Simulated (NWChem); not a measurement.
The numbers come from NWChem runs, not from measurements. System: H3AlS, charge 0, spin multiplicity 1, at a geometry optimised with B3LYP/def2-SVP. The structure started from a generated list of species. Level: G0W0@PBE/def2-SVP, RI basis def2-svp-rifit.

The NWChem input:

```
start mol
memory heap 200 mb stack 700 mb global 1700 mb
geometry units angstroms nocenter noautoz
  Al    -1.115669     0.138713     0.000000
  H     -1.662075     1.621983     0.000000
  H     -2.025910    -1.150888     0.000000
  S      1.050301    -0.210942     0.000000
  H      1.386860     1.100716     0.000000
  symmetry group Cs
end
basis spherical
  * library def2-svp
end
basis "ri basis" bse spherical
  * library def2-svp-rifit
end
dft
  xc xpbe96 cpbe96
  iterations 100
  direct
  tolerances tight
end
task dft energy
gw
  states alpha occ 4 vir 2
end
task dft gw
```

Part of the output:

```
             Northwest Computational Chemistry Package (NWChem) 7.3.0
             --------------------------------------------------------

                                NWChem Input Module
                                -------------------

 Scaling coordinates for geometry "geometry" by  1.889725989
 (inverse scale =  0.529177249)

 Turning off AUTOSYM since
 SYMMETRY directive was detected!

                             Geometry "geometry" -> ""
                             -------------------------

 Output coordinates in angstroms (scale by  1.889725989 to convert to a.u.)

  No.       Tag          Charge          X              Y              Z
 ---- ---------------- ---------- -------------- -------------- --------------
    1 Al                  13.0000    -1.11566900     0.13871300     0.00000000
    2 H                    1.0000    -1.66207500     1.62198300     0.00000000
    3 H                    1.0000    -2.02591000    -1.15088800     0.00000000
    4 S                   16.0000     1.05030100    -0.21094200     0.00000000
    5 H                    1.0000     1.38686000     1.10071600     0.00000000

 Effective nuclear repulsion energy (a.u.)      73.4048093827

            Nuclear Dipole moment (a.u.)
            ----------------------------
        X                 Y               Z
 ---------------- ---------------- ----------------
    -0.0000113384     0.0000151178     0.0000000000

      Symmetry information
      --------------------

 Group name             Cs
 Group number              2
 Group order               2
 No. of unique centers     5

      Symmetry unique atoms

     1    2    3    4    5


 Summary of "ao basis" -> "" (spherical)
 ------------------------------------------------------------------------------
       Tag                 Description            Shells   Functions and Types
 ---------------- ------------------------------  ------  ---------------------
 *                          def2-svp                  on all atoms

 new library libraries.bse/

 Summary of "ri basis" -> "" (spherical)
 ------------------------------------------------------------------------------
       Tag                 Description            Shells   Functions and Types
 ---------------- ------------------------------  ------  ---------------------
 *                       def2-svp-rifit               on all atoms

  pbe96 is a nonlocal functional; adding pw91lda local functional.

                                 NWChem DFT Module
                                 -----------------

 Summary of "ao basis" -> "ao basis" (spherical)
 ------------------------------------------------------------------------------
       Tag                 Description            Shells   Functions and Types
 ---------------- ------------------------------  ------  ---------------------
 Al                         def2-svp                 8       18   4s3p1d
 H                          def2-svp                 3        5   2s1p
 S                          def2-svp                 8       18   4s3p1d

 Summary of "ao basis" -> "ao basis" (spherical)
 ------------------------------------------------------------------------------
       Tag                 Description            Shells   Functions and Types
 ---------------- ------------------------------  ------  ---------------------
 Al                         def2-svp                 8       18   4s3p1d
 H                          def2-svp                 3        5   2s1p
 S                          def2-svp                 8       18   4s3p1d

      Symmetry analysis of basis
      --------------------------

        a'         38
        a"         13

            General Information
            -------------------
          SCF calculation type: DFT
          Wavefunction type:  closed shell.
          No. of atoms     :     5
          No. of electrons :    32
           Alpha electrons :    16
            Beta electrons :    16
          Charge           :     0
          Spin multiplicity:     1
          Use of symmetry is: on ; symmetry adaption is: on
          Maximum number of iterations: 100
          This is a Direct SCF calculation.
          AO basis - number of functions:    51
                     number of shells:    25
          Convergence on energy requested:  1.00D-06
          Convergence on density requested:  1.00D-05
          Convergence on gradient requested:  5.00D-04

              XC Information
              --------------
          PerdewBurkeErnzerhof Exchange Functional  1.000
            Perdew 1991 LDA Correlation Functional  1.000 local
           PerdewBurkeErnz. Correlation Functional  1.000 non-local

             Grid Information
             ----------------
          Grid used for XC integration:  medium
          Radial quadrature: Mura-Knowles
          Angular quadrature: Lebedev.
          Tag              B.-S. Rad. Rad. Pts. Rad. Cut. Ang. Pts.
          ---              ---------- --------- --------- ---------
          Al                  1.25       88           9.0       590
          H                   0.35       45          11.0       434
          S                   1.00       88          10.0       590
          Grid pruning is: on
          Number of quadrature shells:   311
          Spatial weights used:  Erf1

          Convergence Information
          -----------------------
          Convergence aids based upon iterative change in
          total energy or number of iterations.
          Levelshifting, if invoked, occurs when the
          HOMO/LUMO gap drops below (HL_TOL):  1.00D-02
[...]
          Schwarz screening/accCoul:  1.00D-08

      Superposition of Atomic Density Guess
      -------------------------------------

 Sum of atomic energies:        -640.63657269

      Non-variational initial energy
      ------------------------------

 Total energy =    -640.942557
 1-e energy   =   -1033.399230
 2-e energy   =     319.051864
 HOMO         =      -0.337388
 LUMO         =       0.002998

      Symmetry analysis of molecular orbitals - initial
      -------------------------------------------------

  Numbering of irreducible representations:

     1 a'          2 a"

  Orbital symmetries:

     1 a'          2 a'          3 a'          4 a'          5 a'
     6 a"          7 a'          8 a'          9 a'         10 a"
    11 a'         12 a'         13 a'         14 a'         15 a'
    16 a"         17 a"         18 a'         19 a'         20 a'
    21 a'         22 a'         23 a'         24 a'         25 a"
    26 a'

   convergence    iter        energy       DeltaE   RMS-Dens  Diis-err    time
 ---------------- ----- ----------------- --------- --------- ---------  ------
 d= 0,ls=0.0,diis     1   -641.8953332819 -7.15D+02  1.67D-02  2.26D-01     0.2
 d= 0,ls=0.0,diis     2   -641.8845934449  1.07D-02  1.31D-02  2.00D-01     0.3
 d= 0,ls=0.0,diis     3   -641.9163559006 -3.18D-02  4.56D-03  4.27D-02     0.4
 d= 0,ls=0.0,diis     4   -641.9243375176 -7.98D-03  7.38D-04  1.14D-03     0.5
 d= 0,ls=0.0,diis     5   -641.9245351623 -1.98D-04  1.85D-04  4.25D-05     0.7
 d= 0,ls=0.0,diis     6   -641.9245434189 -8.26D-06  5.75D-05  5.25D-06     0.8
 d= 0,ls=0.0,diis     7   -641.9245445130 -1.09D-06  9.36D-06  2.33D-07     0.9
 d= 0,ls=0.0,diis     8   -641.9245445581 -4.50D-08  1.76D-06  4.77D-09     1.0

         Total DFT energy =     -641.924544558053
      One electron energy =    -1034.775607591539
           Coulomb energy =      364.542548576912
    Exchange-Corr. energy =      -45.096294926171
 Nuclear repulsion energy =       73.404809382744

 Numeric. integr. density =       32.000004993398

     Total iterative time =      0.9s

                  Occupations of the irreducible representations
                  ----------------------------------------------

                     irrep           alpha         beta
                     --------     --------     --------
                     a'               13.0         13.0
                     a"                3.0          3.0

                       DFT Final Molecular Orbital Analysis
                       ------------------------------------

 Vector   14  Occ=2.000000D+00  E=-2.774026D-01  Symmetry=a'
              MO Center= -8.7D-01, -4.8D-01,  5.3D-17, r^2= 3.5D+00
   Bfn.  Coefficient  Atom+Function         Bfn.  Coefficient  Atom+Function
  ----- ------------  ---------------      ----- ------------  ---------------
    24      0.351850  3 H  s                 39      0.306548  4 S  px
    36      0.249582  4 S  px                25      0.193782  3 H  s
     8     -0.184585  1 Al px                 9     -0.171887  1 Al py
    12     -0.152496  1 Al py                33      0.142626  4 S  px
     5      0.114668  1 Al px                19     -0.113070  2 H  s

 Vector   15  Occ=2.000000D+00  E=-2.685213D-01  Symmetry=a'
              MO Center= -4.3D-01,  4.7D-01, -2.2D-15, r^2= 4.0D+00
   Bfn.  Coefficient  Atom+Function         Bfn.  Coefficient  Atom+Function
  ----- ------------  ---------------      ----- ------------  ---------------
    19      0.327352  2 H  s                 39      0.310758  4 S  px
    36      0.241714  4 S  px                20      0.239808  2 H  s
    40     -0.195067  4 S  py                 9      0.192339  1 Al py
    37     -0.159282  4 S  py                32      0.153939  4 S  s
    33      0.138509  4 S  px                24     -0.127930  3 H  s

 Vector   16  Occ=2.000000D+00  E=-2.408373D-01  Symmetry=a"
              MO Center=  8.4D-01, -1.5D-01,  6.8D-16, r^2= 1.8D+00
   Bfn.  Coefficient  Atom+Function         Bfn.  Coefficient  Atom+Function
  ----- ------------  ---------------      ----- ------------  ---------------
    41      0.604484  4 S  pz                38      0.426776  4 S  pz
    35      0.245802  4 S  pz                13      0.150035  1 Al pz
    10      0.112359  1 Al pz                 7     -0.066107  1 Al pz
    17     -0.050281  1 Al d  1

 Vector   17  Occ=0.000000D+00  E=-7.686675D-02  Symmetry=a"
              MO Center= -9.9D-01,  1.2D-01,  6.8D-14, r^2= 3.9D+00
   Bfn.  Coefficient  Atom+Function         Bfn.  Coefficient  Atom+Function
  ----- ------------  ---------------      ----- ------------  ---------------
    13      0.740627  1 Al pz                10      0.378986  1 Al pz
    41     -0.343748  4 S  pz                 7     -0.197485  1 Al pz
    38     -0.175004  4 S  pz                35     -0.099600  4 S  pz
    45      0.043695  4 S  d  1

 Vector   18  Occ=0.000000D+00  E=-1.400435D-02  Symmetry=a'
              MO Center=  4.0D-01,  3.2D-01, -1.4D-14, r^2= 4.7D+00
   Bfn.  Coefficient  Atom+Function         Bfn.  Coefficient  Atom+Function
  ----- ------------  ---------------      ----- ------------  ---------------
    32      1.002724  4 S  s                 48     -0.853757  5 H  s
     4     -0.700055  1 Al s                 11     -0.624441  1 Al px
    40      0.593397  4 S  py                12      0.368125  1 Al py
    31      0.264861  4 S  s                 47     -0.251166  5 H  s
    25      0.247693  3 H  s                 30     -0.197206  4 S  s

 Vector   19  Occ=0.000000D+00  E=-7.238754D-04  Symmetry=a'
              MO Center= -4.7D-01,  3.6D-01, -4.2D-14, r^2= 4.3D+00
   Bfn.  Coefficient  Atom+Function         Bfn.  Coefficient  Atom+Function
  ----- ------------  ---------------      ----- ------------  ---------------
     4      0.995436  1 Al s                 20     -0.899960  2 H  s
     3      0.707232  1 Al s                 48     -0.577158  5 H  s
    39      0.542944  4 S  px                25     -0.388957  3 H  s
    12      0.360952  1 Al py                40      0.285713  4 S  py
     2      0.276391  1 Al s                 19     -0.216008  2 H  s

 center of mass
 --------------
 x =   0.03532954 y =  -0.04321912 z =   0.00000000

 moments of inertia (a.u.)
 ------------------
          25.414432937881          35.929287330400           0.000000000000
          35.929287330400         277.439970492765           0.000000000000
           0.000000000000           0.000000000000         302.854403430647

     Multipole analysis of the density
     ---------------------------------

     L   x y z        total         alpha         beta         nuclear
     -   - - -        -----         -----         ----         -------
     0   0 0 0     -0.000000    -16.000000    -16.000000     32.000000

     1   1 0 0     -0.090196     -0.045092     -0.045092     -0.000011
     1   0 1 0      0.387337      0.193661      0.193661      0.000015
     1   0 0 1     -0.000000     -0.000000     -0.000000      0.000000

     2   2 0 0    -21.876728    -87.040647    -87.040647    152.204566
     2   1 1 0      1.322282      8.507511      8.507511    -15.692741
     2   1 0 1     -0.000000     -0.000000     -0.000000      0.000000
     2   0 2 0    -21.680007    -21.783582    -21.783582     21.887157
     2   0 1 1     -0.000000     -0.000000     -0.000000      0.000000
     2   0 0 2    -19.621900     -9.810950     -9.810950      0.000000

 Task  times  cpu:        1.0s     wall:        1.0s

                                NWChem Input Module
                                -------------------

                                 NWChem GW Module
                                 ----------------

                             ***********************
                             ***        GW       ***
                             ***********************

 Summary of "ri basis" -> "ri basis" (spherical)
 ------------------------------------------------------------------------------
       Tag                 Description            Shells   Functions and Types
 ---------------- ------------------------------  ------  ---------------------
 Al                      def2-svp-rifit             20       62   8s5p5d2f
 H                       def2-svp-rifit              6       14   3s2p1d
 S                       def2-svp-rifit             20       62   8s5p5d2f

                 Memory Information
                 ------------------
          Available GA per process is          1700.0 MBs
          Available stack per process is        700.0 MBs
          Available heap per process is           0.0 MBs

          Peak memory in Initialization
              Peak GA per process is                  1.4 MBs
              Peak stack per process is               0.0 MBs
              Peak heap per process is                1.5 MBs
              Memory not in MA per process            0.0 MBs

          Peak memory in AFF Calculation
              Peak GA per process is                  4.2 MBs
              Peak stack per process is               2.4 MBs
              Peak heap per process is                0.0 MBs
              Memory not in MA per process            2.4 MBs

          Computing 2-center integrals
          Computing Inverse Cholesky factor
          Computing 3-center integrals
          Computing V_xc ...

          Computing Sigma_x
          Computing RPA polarizability
          Solving quasiparticle equations

                  Alpha Orbitals
          State     Energy (eV)     Error (eV)
          -----------------------------------
@GW        13        -12.296           0.002
@GW        14        -10.483           0.002
@GW        15        -10.185           0.002
@GW        16         -8.929           0.002
@GW        17          0.803           0.002
@GW        18          2.659           0.002

   Applying  -2.3760 eV scissor-shift to rest of particle states

   Applying   2.8948 eV scissor-shift to rest of hole states

     GW Timing Statistics
   ------------------------
   Init.   :          0.0s
     ERIs  :          0.1s
     Distr.:          0.0s
     Vxc   :          0.1s
   Sigma_x :          0.0s
   RPA     :          0.0s
   Wmn     :          0.0s
   Sigma_c :          0.0s
   GW total:          0.2s

 Task  times  cpu:        0.2s     wall:        0.2s

 Total times  cpu:        1.2s     wall:        1.2s
```
